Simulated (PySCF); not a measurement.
## CoF5: from structure and modes to constants

All numbers come from PBE0/[Co def2-SVP, F def2-SVP], no relativity, density fitting, PySCF.

The singlet minimum has C3v symmetry. Masses (u): Co 58.93320, F 18.99840.

```xyz
6
charge 0 multiplicity 1, angstrom
Co    0.0000    0.0000   -0.0577
F     0.0000    0.0000    1.7169
F     0.0000    0.0000   -1.7864
F     1.6523    0.0000    0.0787
F    -0.8261    1.4309    0.0787
F    -0.8261   -1.4309    0.0787
```

Harmonic wavenumbers (cm⁻¹): 150.2 (e, ×2), 234.9 (e, ×2), 268.6 (a1, ×1), 335.5 (e, ×2), 568.4 (a1, ×1), 658.6 (a1, ×1), 697.9 (a1, ×1), 789.1 (e, ×2).

Task: Find the principal moments of inertia and the rotational constants. What kind of rotor is it?

Result: About the centre of mass I = 155.59, 194.97, 194.97 u Å². With B = 16.8576/I this gives 0.1083, 0.08646, 0.08646 cm⁻¹. The molecule is a prolate symmetric top.

Task: What is the harmonic zero-point energy?

Result: Half the sum of all 12 wavenumbers, 5213/2 = 2606 cm⁻¹, which is 31.2 kJ/mol (1 cm⁻¹ = 0.0119627 kJ/mol).

Task: Find the vibrational entropy and heat capacity at 298.15 K.

Result: With u = 1.43878 ω/T, each mode gives S = R[u/(eᵘ−1) − ln(1−e⁻ᵘ)] and C = R u² eᵘ/(eᵘ−1)².
```json
{"ω (cm⁻¹)": "150.2 (×2)", "u": "0.725", "S (J/(mol K))": "11.17", "C (J/(mol K))": "7.96"}
{"ω (cm⁻¹)": "234.9 (×2)", "u": "1.133", "S (J/(mol K))": "7.70", "C (J/(mol K))": "7.48"}
{"ω (cm⁻¹)": "268.6", "u": "1.296", "S (J/(mol K))": "6.72", "C (J/(mol K))": "7.24"}
{"ω (cm⁻¹)": "335.5 (×2)", "u": "1.619", "S (J/(mol K))": "5.16", "C (J/(mol K))": "6.71"}
{"ω (cm⁻¹)": "568.4", "u": "2.743", "S (J/(mol K))": "2.12", "C (J/(mol K))": "4.60"}
{"ω (cm⁻¹)": "658.6", "u": "3.178", "S (J/(mol K))": "1.50", "C (J/(mol K))": "3.81"}
{"ω (cm⁻¹)": "697.9", "u": "3.368", "S (J/(mol K))": "1.29", "C (J/(mol K))": "3.49"}
{"ω (cm⁻¹)": "789.1 (×2)", "u": "3.808", "S (J/(mol K))": "0.91", "C (J/(mol K))": "2.80"}
```
The sums over all modes are S = 61.5 and C = 69.0 J/(mol K); the softest mode gives 18 % of the entropy (each member, where degenerate).

Task: Give the standard entropy (298.15 K, 1 bar) by its translational, rotational, vibrational and spin parts, and Cp.

Result: Sackur–Tetrode with M = 153.93 u gives 171.7; rotation with symmetry number 3 gives 104.2; vibration 61.5; spin R ln 1 = 0.0. The total is 337.4 J/(mol K), and Cp = 4 R + 69.0 = 102.3 J/(mol K).

Stability towards spin polarisation was not tested. This need not be the most stable arrangement of these atoms.
